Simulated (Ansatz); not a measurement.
Cost and result for the atomization energy of C2H8SeSi (`[SiH3]CC[SeH]`) (12 atoms, 11 bonds).

Cartesian coordinates in Å:
```
Si 1.060 1.101 0.960
C -0.291 0.459 -0.186
C -0.427 -1.049 -0.138
Se -1.868 -1.774 -1.255
H 2.377 0.524 0.577
H 1.146 2.584 0.882
H 0.768 0.708 2.365
H -1.238 0.935 0.084
H -0.062 0.790 -1.204
H 0.496 -1.553 -0.425
H -0.686 -1.395 0.865
H -1.277 -1.330 -2.525
```

Charge 0, multiplicity 1. Correlated methods include outer-core shells of Se, which these sets cover unevenly. Scalar relativity is left out up to krypton. All single points use the PBE0-D4/def2-TZVP geometry. It is one conformer, not always the lowest. Program: Ansatz. All runs use 4 threads of an Arm Neoverse V2 on a shared host. Times are those of one run each, without the atoms' runs, and a repeat can differ threefold. Electronic energies, without spin–orbit coupling; frozen cores. CCSD(T)/CBS adds CCSD(T) − MP2 in def2-TZVPP to the MP2 limit, and its time is that of the two runs behind it. T1 = 0.010. With those shells the extrapolation isn't a true limit. B3LYP takes the VWN-RPA correlation (the form of Gaussian; ORCA's B3LYP/G).

CCSD(T)/CBS is a level of theory with its own doubt, some kJ/mol a heavy atom from the limit and from the frozen cores, so smaller differences don't rank the functionals.

```
                             level  functions  wall time  atomization (kcal/mol)  difference from CCSD(T)/CBS  per bond
   PBE-D4/def2-TZVPP (with forces)        264      2.7 s                   967.2                          4.4       0.4
                PBE0-D4/def2-TZVPP        264      3.5 s                   959.3                         -3.5      -0.3
r2SCAN-D4/def2-TZVPP (with forces)        264      5.5 s                   961.4                         -1.4      -0.1
 B3LYP-D4/def2-TZVPP (with forces)        264      5.5 s                   960.3                         -2.5      -0.2
                 B2PLYP/def2-TZVPP        264      6.5 s                   948.5                        -14.3      -1.3
                ωB97X-V/def2-TZVPP        264        9 s                   964.4                          1.6       0.1
  ωB97M-V/def2-TZVPP (with forces)        264       14 s                   960.6                         -2.2      -0.2
                    MP2/def2-QZVPP        513       29 s                   954.7                         -8.1      -0.7
                CCSD(T)/def2-TZVPP        264    3.7 min                   940.3                        -22.5      -2.0
                 CCSD(T)/CBS(def2)          –    4.2 min                   962.8                          0.0       0.0
```

From PBE to PBE0 (25 % exact exchange), in def2-TZVPP and without D4, the atomization energy moves by −7.0 kcal/mol: exact exchange takes away binding that semilocal exchange gives to molecules. In def2-TZVPP, CCSD(T) changes the Hartree–Fock value by +223.8 kcal/mol (the triples alone add +11.2 kcal/mol) and MP2 by +225.0 kcal/mol; breaking electron pairs costs correlation energy, which Hartree–Fock lacks. The D4 term adds +9.7 kcal/mol with B3LYP and +5.1 kcal/mol with PBE0; it sums over pairs of atoms, weighted by their polarisabilities, and B3LYP, whose exchange is more repulsive, gets the larger term.
